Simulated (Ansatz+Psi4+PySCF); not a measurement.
A calculation with Ansatz (development build ahead of 0.2.0).

```yaml
crystal:
  periodic: [false, false, false]
  atoms:
    - { symbol: Mg, position_ang: [0.0, 0.0, 0.0] }
basis:
  gaussian: { orbitals: cc-pCVTZ }
magnetization:
  spin_polarized: true
  initial_magnetization: 2
hamiltonian:
  xc: hf
correlation:
  method: mp2
  frozen_orbitals: { Mg: 1 }
scf:
  omitted_lower_state_checks: [stability, starts, atomic_configurations, cluster_reference, orbital_swaps, given_window_search, neighbouring_geometries, increment]
```

The input is written out in the form of the current development build from the run's settings.

Results

- Converged: yes
- Reference energy: -199.54725 hartree
- Correlation energy: -0.26385 hartree
- Total energy: -199.81110 hartree
- Spin squared of the determinant: 2.000
- Occupied orbitals by symmetry in an Abelian subgroup (alpha; beta): 3 Ag 1 B1u 2 B2u 1 B3u; 2 Ag 1 B1u 1 B2u 1 B3u

Caution: another spin multiplicity may lie lower.
